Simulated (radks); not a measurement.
Results of a calculation; reference values are marked as such.
Valence configurations of P II (all share [Ne]). Code: a radial shooting solver on a logarithmic mesh with Libxc functionals. Model: scalar-relativistic Kohn-Sham, r2SCAN, spin-polarised, spherical densities, finite nucleus; open shells are filled with parallel spins first; meta-GGA in the generalised Kohn-Sham scheme; Fermi nuclear charge, rms radius 3.1889 fm. Energies are relative to 3s2 3p2; eigenvalues in eV for spin up.

valence	E (eV)	moment (Bohr magnetons)	e(3p)	e(3s)
3s2 3p2	0.000	2	-15.320	-24.941
3s1.5 3p2.5	2.872	3	-16.005	-25.776
3s1 3p3	4.689	4	-16.497	-26.357
3s0.5 3p3.5	12.305	3	-16.682	-26.559
3p4	19.102	2	-16.589	-

NIST lists [Ne] 3s2 3p2 as the ground configuration; this level of theory agrees among the configurations tried. The energies are those of spherical high-spin densities, not of single terms.
